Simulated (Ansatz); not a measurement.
A structure relaxed at PBE-D4/def2-TZVPD in Ansatz, charge -1, doublet:

| atom | x (Å) | y (Å) | z (Å) |
| --- | --- | --- | --- |
| Ag1 | -0.170 | 1.237 | -0.871 |
| Ag2 | 1.082 | 0.488 | 1.543 |
| Ag3 | -0.293 | -1.491 | 0.080 |
| H4 | -0.155 | -2.658 | 1.247 |
| H5 | -0.559 | -0.436 | -1.325 |
| H6 | 0.094 | 2.861 | -0.675 |

Q: Give its formula and point group.

A: the cluster Ag₃H₃⁻. Point group Cs (tolerance 0.1 Å).

Q: Summarise the bond lengths by kind (pairs closer than 1.2 times the sum of covalent radii, bridged metal pairs left out).

A: 2 × Ag–Ag 2.82 Å; 4 × Ag–H 1.66 to 1.78 Å.

In the def2 sets Ag takes a core potential; there is no spin–orbit coupling. Another isomer (doublet) lies 0.22 eV lower at PBE0-D4/def2-TZVPD; other spin states weren't run for this one.
